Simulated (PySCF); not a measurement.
## Unknowns

Level of theory: GFN2-xTB geometry, shieldings: GIAO PBE0/pcSseg-1, in PySCF 2.14.0 with density-fitted response routines (relativity neglected, equivalent nuclei averaged, gas phase, one computed conformer).

δ = σ(ref) − σ, references computed at the same level: $^{1}$H, $^{13}$C vs TMS. Splittings of carbon signals by F and P are missing where no couplings were computed. Where no couplings were computed, multiplicities follow the n + 1 count of equivalent neighbours, and m marks all less simple cases (inequivalent or close neighbours, rings, F or P nearby). Shifts are as computed. Against solution values, carbons near 30 ppm lie about +3 ppm off and those near 130 ppm about +5 ppm. Of 1211 compounds with measured shifts, 218 miss one by over three times the rms of a fit or turn the order of signals round; such compounds aren't used in these exercises. OH and NH positions are gas-phase values without hydrogen bonding to other molecules.

Q: C6H8OSi. $^{1}$H NMR (400 MHz, computed): δ 4.87 (t, 2H), 3.80 (s, 3H), 2.18 (t, 2H), 1.04 (s, 1H). $^{13}$C{$^{1}$H} NMR (computed): δ 77.1, 74.7, 71.8, 69.4, 54.0, 5.7. What is it?

A: SMILES C#CC#CC[SiH2]OC. Rings plus π bonds: 4 (no ring in the answer). 6 carbon signals for 6 carbons: no two carbons are equivalent. Carbon types of the structure: 3 × C, 1 × CH, 1 × CH2, 1 × CH3, leaving 2 H on heteroatoms. δC 77.1, 74.7, 71.8: alkyne carbon; the triple bond shields along its axis, which puts it between sp3 and sp2 carbons. δC 69.4: terminal alkyne carbon; sp carbons lie upfield of alkene carbons because the cylindrical π system leaves one tensor component strongly shielded. δC 54.0: methyl carbon bonded to O; deshielded by the electronegative neighbour. δH 1.04: hydrogen on a terminal alkyne carbon; it lies on the axis of the triple bond, in its shielding cone.

The data come from this structure; uniqueness wasn't tested.

Q: C7H8FO2P. $^{1}$H NMR (300 MHz, computed): δ 7.96 (m, 1H), 7.75 (m, 1H), 7.55 (m, 1H), 7.48 (m, 1H), 2.72 (br s, 1H), 1.52 (m, 3H). $^{13}$C{$^{1}$H} NMR (computed): δ 172.3 (C), 143.6 (C), 135.7 (CH), 131.7 (CH), 124.9 (CH), 122.3 (CH), 21.5 (CH3). Identify the compound.

A: `C1=C([P@@](C)(=O)O)C=C(F)C=C1`. 7 carbon signals for 7 carbons: no two carbons are equivalent. Carbon types of the structure: 2 × C, 4 × CH, 1 × CH3, leaving 1 H on heteroatoms. δC 172.3: aromatic carbon bearing fluorine; an ipso carbon deshielded by its heteroatom. δC 143.6: substituted aromatic carbon. δC 135.7, 131.7, 124.9, 122.3: aromatic CH. δH 2.72: hydrogen on an oxygen bonded to P; labile proton, position sensitive to the medium.

This is the structure that produced the data.

Q: C6H8OSi. $^{1}$H NMR (400 MHz, computed): δ 7.60 (m, 2H), 7.24 (t, 1H), 7.07 (d, 2H), 5.15 (s, 3H). $^{13}$C{$^{1}$H} NMR (computed): δ 162.3 (C), 135.1 (CH), 126.3 (CH), 122.1 (CH). Identify the compound.

A: SMILES [SiH3]Oc1ccccc1. Rings plus π bonds: 4 (1 ring in the answer). 4 carbon signals for 6 carbons: some carbons are equivalent by symmetry or fast rotation. Carbon types of the structure: 1 × C, 5 × CH, leaving 3 H on heteroatoms. δC 162.3: aromatic carbon bearing oxygen; an ipso carbon deshielded by its heteroatom. δC 135.1, 126.3, 122.1: aromatic CH. δH 7.60, 7.24, 7.07: hydrogen on an aromatic CH; ring-current deshielding. δH 5.15: hydrogen on a silicon bonded to O.

This is the structure that produced the data.
